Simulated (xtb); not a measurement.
Ge(F)3(SiH3) (F3GeH3Si), SMILES [F][Ge]([F])([F])[SiH3]. All values are semi-empirical tight-binding results from xtb (GFN2-xTB unless named), good for trends rather than for accurate numbers. The structure is a stationary point at GFN2-xTB. This is a generated structure with no PubChem entry under its InChIKey; it may be hypothetical.

Optimised geometry:

```xyz
8

F      1.2174    -0.3932     1.4081
Ge     0.2497    -0.0111    -0.0205
F      1.1103     1.4383    -0.5489
F      0.9613    -1.1726    -1.1445
Si    -2.1420     0.0856     0.1837
H     -2.4243     1.3045     0.9359
H     -2.5273    -1.1281     0.8976
H     -2.6523     0.1290    -1.1834
```

A frequency run showed that this geometry is not a minimum.

For metal compounds this method's bond lengths and energies can be far off.

Computed properties:
| Quantity | Value |
|---|---|
| point group as xtb finds it | C3 |
| orbital gap | 4.52 eV |

Give the atomic charges and the Wiberg bond orders between heavy atoms. (Estimate from the structure and the level; the computed values follow.)

charges (e) F1 -0.28, Ge2 0.42, F3 -0.28, F4 -0.28, Si5 0.50, H6 -0.03, H7 -0.03, H8 -0.03. Bond orders F1–Ge2 1.05, Ge2–F3 1.05, Ge2–F4 1.05, Ge2–Si5 0.55.
